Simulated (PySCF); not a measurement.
**Er(50+) (erbium, charge +50): Hartree-Fock from Schrödinger to Dirac-Coulomb-Breit**

Occupied: 1s1/2, 2s1/2, 2p1/2, 2p3/2, 3s1/2, 3p1/2, 3p3/2. Hartree-Fock calculated with PySCF 2.14 in an uncontracted even-tempered set (20 s from 5.8 bohr⁻², ratio 2.3; 16 p from 6.9 bohr⁻², ratio 2.3), Gaussian nucleus throughout. NR is non-relativistic, sf-X2C the spin-free one-electron X2C Hamiltonian, X2C adds the bare one-electron spin-orbit term, X2C-SNSO screens it by Boettger's factors, DC is four-component Dirac-Coulomb, and the Gaunt and Breit terms are added at first order (total energies over the DC spinors, levels after relaxing the spinors in that mean field). QED terms are absent. Levels marked empty are virtual spinors of this ion; the basis has s and p functions only, so 3d, which can lie below the n = 4 levels, is absent.

| level (eV) | NR | sf-X2C | X2C | X2C-SNSO |
| --- | --- | --- | --- | --- |
| 1s1/2 | -57269.5 | -61164.6 | -61151.6 | -61152.4 |
| 2s1/2 | -12045.4 | -13117.5 | -13113.7 | -13113.9 |
| 2p1/2 | -11660.2 | -11994.7 | -12678.9 | -12655.8 |
| 2p3/2 | -11660.2 | -11994.7 | -11709.8 | -11717.8 |
| 3s1/2 | -4750.8 | -5068.5 | -5067.4 | -5067.4 |
| 3p1/2 | -4587.0 | -4713.4 | -4884.8 | -4879.1 |
| 3p3/2 | -4587.0 | -4713.4 | -4640.9 | -4643.0 |
| 4s1/2 (empty) | -2439.6 | -2564.2 | -2563.9 | -2563.9 |
| 4p1/2 (empty) | -2376.2 | -2431.3 | -2494.0 | -2491.9 |
| 4p3/2 (empty) | -2376.2 | -2431.3 | -2404.7 | -2405.5 |

Problem. Where do the four-component calculations put these levels?

Solution. 1s1/2: DC -61219.8, DC+Gaunt -61029.8, DC+Breit -61044.1; 2s1/2: DC -13123.0, DC+Gaunt -13102.2, DC+Breit -13103.8; 2p1/2: DC -12660.5, DC+Gaunt -12626.7, DC+Breit -12630.1; 2p3/2: DC -11724.9, DC+Gaunt -11701.7, DC+Breit -11705.1; 3s1/2: DC -5069.6, DC+Gaunt -5064.7, DC+Breit -5065.2; 3p1/2: DC -4880.2, DC+Gaunt -4872.1, DC+Breit -4873.1; 3p3/2: DC -4644.5, DC+Gaunt -4638.9, DC+Breit -4639.9; 4s1/2 (empty): DC -2564.7, DC+Gaunt -2562.8, DC+Breit -2563.1; 4p1/2 (empty): DC -2492.3, DC+Gaunt -2489.3, DC+Breit -2489.7; 4p3/2 (empty): DC -2406.0, DC+Gaunt -2403.9, DC+Breit -2404.3 (eV).

| Hamiltonian | E (hartree) | E − E(DC) (hartree) | CPU seconds |
| --- | --- | --- | --- |
| NR | -10136.1007 | 579.3749 | 0.48 |
| sf-X2C | -10700.4801 | 14.9955 | 0.37 |
| X2C | -10711.7941 | 3.6815 | 0.37 |
| X2C-SNSO | -10711.0974 | 4.3782 | 0.37 |
| DC | -10715.4756 | 0.0000 | 17 |
| DC+Gaunt | -10702.8648 | 12.6108 | 29 |
| DC+Breit | -10704.0925 | 11.3831 | 80 |

Weight of the small component: 1s1/2 0.0648, 2s1/2 0.0148, 2p1/2 0.0147, 2p3/2 0.0136, 3s1/2 0.00551, 3p1/2 0.00542, 3p3/2 0.00513, 4s1/2 0.00266, 4p1/2 0.00263, 4p3/2 0.00251.

Koopmans' value for the highest occupied level at DC+Breit: 4639.9 eV, against an ionisation energy of 4639 ± 4 eV (theoretical estimate listed by NIST; NIST Atomic Spectra Database, ionization energies); the former lacks relaxation, correlation, QED and recoil.

The whole ladder took 130 s of wall time on 1 thread of Neoverse-V2 (shared host), launched as `OMP_NUM_THREADS=1 python relrun2.py TASK.json OUT` (a driver that calls PySCF for each Hamiltonian).
